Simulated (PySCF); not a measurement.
Compound: H7OPSiSn.
Atom-mapped SMILES: `[PH2:1][SiH2:2][O:3][SnH3:4]` (hydrogens: H5, H6 on P1; H7, H8 on Si2; H9, H10, H11 on Sn4)

Method: PBE0-D3(BJ)/def2-SVP geometry optimisation, gas phase, def2 core potentials past Kr (PySCF 2.14.0); density fitting, grid level 1; the optimiser is geomeTRIC in internal coordinates, started from a GFN2-xTB structure with every atom displaced at random (about 0.01 Å).

Step 0: E = -25143.2957 eV
```
atom  x, y, z in Å  |  force x, y, z in eV/Å
P1      1.7094    0.3725   -0.9721   -1.888   0.477  -0.976
Si2     0.7824   -0.8238    0.6689    0.037   0.317   0.103
O3     -0.8030   -0.4853    0.6688    0.065  -0.398   0.735
Sn4    -2.0268    0.4769   -0.4802   -1.075   0.005   0.377
H5      2.1801    1.3957   -0.1805    0.301   0.941   0.685
H6      2.8991   -0.2464   -1.0204    1.897  -1.129  -0.120
H7      1.2942   -0.4569    1.9916    0.423  -0.042   0.490
H8      0.9805   -2.2257    0.3464    0.327  -0.841  -0.090
H9     -1.9475   -0.2346   -1.9507   -0.002  -0.439  -1.116
H10    -3.4431    0.1413    0.3846   -0.343   0.088  -0.050
H11    -1.5876    2.0609   -0.4323    0.258   1.021  -0.039
```

Step 1: E = -25143.6048 eV
```
atom  x, y, z in Å  |  force x, y, z in eV/Å
P1      1.7402    0.3774   -0.9805    0.177   0.086  -0.153
Si2     0.8183   -0.8409    0.6930   -0.173   0.096  -0.013
O3     -0.7923   -0.5142    0.7160   -0.587   0.408  -0.410
Sn4    -2.1105    0.4819   -0.4741    0.346  -0.402   0.460
H5      2.2184    1.4421   -0.1582   -0.026  -0.004   0.007
H6      3.0030   -0.2939   -1.0309   -0.090  -0.007   0.042
H7      1.3981   -0.4978    2.0232    0.094  -0.067   0.048
H8      1.0723   -2.2748    0.3700    0.077  -0.088   0.019
H9     -2.0552   -0.2418   -2.0340    0.011   0.090   0.153
H10    -3.5967    0.1948    0.3489    0.178   0.048  -0.126
H11    -1.6580    2.1417   -0.4493   -0.007  -0.160  -0.026
```

**Question.** Estimate the geometry and energy of step 2. (The exact step hangs on the optimiser's Hessian estimate; all steps are aligned on step 1, rigid shifts and turns removed.)

**Answer.** E = -25143.6342 eV, largest force 0.108 eV/Å
```
atom  x, y, z in Å  |  force x, y, z in eV/Å
P1      1.7306    0.4044   -0.9851    0.044   0.050  -0.081
Si2     0.7957   -0.8299    0.6809    0.011   0.016   0.000
O3     -0.8159   -0.5034    0.7151    0.044  -0.031   0.093
Sn4    -2.0952    0.4649   -0.4602   -0.017  -0.008  -0.006
H5      2.2070    1.4566   -0.1464   -0.011  -0.004   0.006
H6      2.9792   -0.2875   -1.0186   -0.025  -0.022   0.041
H7      1.3987   -0.5164    2.0122    0.013  -0.041  -0.003
H8      1.0606   -2.2641    0.3452    0.010  -0.003   0.010
H9     -2.0384   -0.2730   -1.9967    0.001  -0.004  -0.053
H10    -3.5749    0.2216    0.3436   -0.087   0.002   0.019
H11    -1.6100    2.1014   -0.4659    0.020   0.044  -0.026
```

The energy changes by -0.0295 eV. The first-order estimate −F·Δx gives -0.0604 eV and the mean of the old and new forces, exact on a quadratic surface, -0.0287 eV. The step makes an angle of 64° with the force vector and moves no atom by more than 0.065 Å.

What follows is the cost of the whole optimisation. Hardware: Arm Neoverse V1, one thread, no GPU, on a shared host. Cost: 72 s of wall time, 0.46 GiB resident at most.
